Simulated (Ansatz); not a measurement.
One change: `C[O][InH2]` becomes `C[S][InH2]`.

Ansatz, PBE0-D4/def2-TZVP geometries, multiplicity 1. 

Elements past krypton have def2 core potentials.

| property | `C[O][InH2]` |
| --- | --- |
| size of the dipole moment (B3LYP/def2-TZVPP) / D | 1.59 |
| HOMO energy (PBE/def2-TZVPP) / eV | -5.90 |
| HOMO energy (ωB97M-V/def2-TZVPP) / eV | -9.68 |
| LUMO energy (PBE0/def2-TZVPP) / eV | -1.52 |
| HOMO energy (B3LYP/def2-TZVPP) / eV | -7.09 |
| HOMO–LUMO gap (PBE/def2-TZVPP) / eV | 3.68 |

Problem. What does the change do to each property? (An estimate is asked.)

Solution. Ansatz gave: 
```tsv
property	`C[S][InH2]`	shift
size of the dipole moment (B3LYP/def2-TZVPP) / D	1.44	-0.15
HOMO energy (PBE/def2-TZVPP) / eV	-5.74	0.16
HOMO energy (ωB97M-V/def2-TZVPP) / eV	-8.98	0.70
LUMO energy (PBE0/def2-TZVPP) / eV	-1.57	-0.05
HOMO energy (B3LYP/def2-TZVPP) / eV	-6.63	0.46
HOMO–LUMO gap (PBE/def2-TZVPP) / eV	3.49	-0.19
```

With PBE0 the HOMO rises by 0.46 eV and the LUMO falls by 0.05 eV, so the gap narrows by about 0.51 eV. PBE moves the HOMO by 0.16 eV and ωB97M-V by 0.70 eV. Dipoles are sizes alone; their direction can turn.

B3LYP here is the variant with VWN-RPA as its local correlation; programs differ in this.
